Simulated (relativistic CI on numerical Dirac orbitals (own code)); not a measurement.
# Ligand-field terms of d7

Computed with a parametric ligand-field model of a d^n configuration (Racah B and C, spin-orbit zeta, crystal field), exact diagonalisation.

Field parameters in Wybourne normalisation: Oh B⁴₀ = 21Dq, B⁴₄ = √(5/14) B⁴₀; Td as Oh with Dq negative (B⁴₀ = 21Dq, B⁴₄ = √(5/14) B⁴₀). The field is a parameter set, without covalency.

(1) Lowest levels for B = 660, C = 2960, ζ = 620 cm⁻¹, Oh, 10Dq = 15200 cm⁻¹?

(2) Lowest levels for B = 860, C = 4230, ζ = 640 cm⁻¹, Oh, 10Dq = 29800 cm⁻¹?

(3) Lowest levels for B = 750, C = 3700, ζ = 810 cm⁻¹, Oh, 10Dq = 12000 cm⁻¹?

(4) Lowest levels for B = 370, C = 1460, ζ = 690 cm⁻¹, Td, 10Dq = -4100 cm⁻¹?

(5) Lowest levels for B = 550, C = 2600, ζ = 140 cm⁻¹, Oh, 10Dq = 19300 cm⁻¹?

## Answers

(1) Γ8 0 (S 0.72), Γ6 905 (S 1.50), Γ8 1333 (S 1.48), Γ7 2006 (S 1.50), Γ8 2282 (S 1.39), Γ8 13324 (S 0.60), Γ6 13875 (S 0.59), Γ8 13965 (S 0.68), Γ7 14293 (S 0.67) cm⁻¹, with S from ⟨S²⟩ = S(S + 1). The ground level has 1.21 electrons in the cubic e pair; its S is far from a half-integer, so spin-orbit coupling mixes spin states.

(2) Γ8 0 (S 0.51), Γ6 9500 (S 1.50), Γ8 9895 (S 1.50), Γ7 10573 (S 1.50), Γ8 10612 (S 1.50), Γ8 26675 (S 0.50), Γ6 27144 (S 0.50), Γ8 27753 (S 0.51), Γ7 28043 (S 0.51) cm⁻¹, with S from ⟨S²⟩ = S(S + 1). The ground level has 1.04 electrons in the cubic e pair.

(3) Γ6 0 (S 1.50), Γ8 489 (S 1.49), Γ8 1212 (S 1.47), Γ7 1504 (S 1.50), Γ8 6048 (S 0.57), Γ6 11509 (S 1.49), Γ8 11533 (S 1.46), Γ8 11606 (S 1.49), Γ7 12004 (S 1.48) cm⁻¹, with S from ⟨S²⟩ = S(S + 1). The ground level has 2.06 electrons in the cubic e pair.

(4) Γ8 0 (S 1.49), Γ8 3658 (S 1.44), Γ6 4001 (S 1.47), Γ8 4368 (S 1.48), Γ7 4569 (S 1.50), Γ6 5993 (S 1.37), Γ8 6481 (S 1.33), Γ7 7022 (S 1.42), Γ8 7080 (S 0.68) cm⁻¹, with S from ⟨S²⟩ = S(S + 1). The ground level has 3.95 electrons in the cubic e pair.

(5) Γ8 0 (S 0.50), Γ6 6934 (S 1.50), Γ8 7020 (S 1.50), Γ7 7166 (S 1.50), Γ8 7169 (S 1.50), Γ8 17414 (S 0.50), Γ6 17506 (S 0.50), Γ8 18033 (S 0.50), Γ7 18096 (S 0.50) cm⁻¹, with S from ⟨S²⟩ = S(S + 1). The ground level has 1.03 electrons in the cubic e pair.
